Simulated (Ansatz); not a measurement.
Ansatz (an electronic-structure program) job for H6Se, SMILES [SeH6], CAM-B3LYP/def2-TZVPD. Coordinates come from a B3LYP-D3(BJ)/def2-TZVP optimisation.

Ansatz 0.2 input:
```yaml
crystal:
  periodic: [false, false, false]
  atoms:
    - {symbol: Se, position_ang: [0.00000000, 0.00000000, 0.00000000]}
    - {symbol: H, position_ang: [0.00000000, 1.56132515, 0.00000000]}
    - {symbol: H, position_ang: [0.00000000, -1.56132515, -0.00000000]}
    - {symbol: H, position_ang: [-1.56132515, 0.00000000, 0.00000000]}
    - {symbol: H, position_ang: [1.56132515, 0.00000000, 0.00000000]}
    - {symbol: H, position_ang: [0.00000000, -0.00000000, 1.56132515]}
    - {symbol: H, position_ang: [0.00000000, 0.00000000, -1.56132515]}
basis:
  gaussian:
    orbitals: def2-TZVPD
hamiltonian:
  xc: {name: CAM-B3LYP}
```

Program output:

```
WARN ansatz: RAYON_NUM_THREADS=1 ignored (pool sized by the plan → 1); use --threads N
Functional definition: CAM-B3LYP
integrals: 0.04 GiB planned
750 factors; their error is unknown
integrals: 0.07 GiB planned
337 factors; integrals over basis functions are off by at most 1.1e-5 eV
mean field: 0.44 GiB planned
mean field evaluation 1: about -65443.2604 eV, gradient 1.8e1 eV
mean field evaluation 2: about -65443.4609 eV, gradient 1.5e1 eV
mean field evaluation 4: about -65443.6496 eV, gradient 7.7e-2 eV
mean field evaluation 8: about -65443.8619 eV, gradient 5.2e-4 eV
mean field -65443.86191193 eV, -2405.0175658207 hartree, gradient 4.1e-5 eV, S^2 0.000000; 0 other end points of the search recorded, 0 dependent functions left out
reference -65443.86204291 eV, -2405.0175706342 hartree; 20, 20 occupied and 91, 91 virtual orbitals, 750 factors
Total energy: -65443.86204291 eV, -2405.0175706342 hartree
```

The run converged.
